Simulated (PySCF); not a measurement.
PySCF 2.14 output of an unrestricted PBE calculation on a single atom or ion in aug-cc-pwCVDZ-PP with ECP10MDF, with a scalar-relativistic core potential:

```
SCF conv_tol = 1e-09
number electrons alpha = 10  beta = 9
    J. P. Perdew, K. Burke, and M. Ernzerhof.,  Phys. Rev. Lett. 77, 3865 (1996)
    J. P. Perdew, K. Burke, and M. Ernzerhof.,  Phys. Rev. Lett. 78, 1396 (1997)
    J. P. Perdew, K. Burke, and M. Ernzerhof.,  Phys. Rev. Lett. 77, 3865 (1996)
    J. P. Perdew, K. Burke, and M. Ernzerhof.,  Phys. Rev. Lett. 78, 1396 (1997)
cycle= 1 E= -292.389686690406  delta_E= -0.00537  |g|= 0.134  |ddm|= 1.61
cycle= 2 E= -292.388579708191  delta_E= 0.00111  |g|= 0.163  |ddm|= 0.546
cycle= 3 E= -292.391927282188  delta_E= -0.00335  |g|= 0.000254  |ddm|= 0.306
cycle= 4 E= -292.391927290095  delta_E= -7.91e-09  |g|= 1.14e-05  |ddm|= 0.000359
cycle= 5 E= -292.391927290118  delta_E= -2.27e-11  |g|= 2.05e-06  |ddm|= 4.24e-05
converged SCF energy = -292.391927290118  <S^2> = 0.75027637  2S+1 = 2.0002763
```

The run itself started from symmetry-adapted Hartree-Fock orbitals and held the occupation by maximum overlap, on a logarithmic radial grid, so the iterations belong to that start.

Which element, charge and spin multiplicity is this?

Ge³⁺ (germanium, charge +3), multiplicity 2; the state was [Ar] 3d10 4s1, 2S determinant.

Energies and moments cover only the electrons outside the core potential.
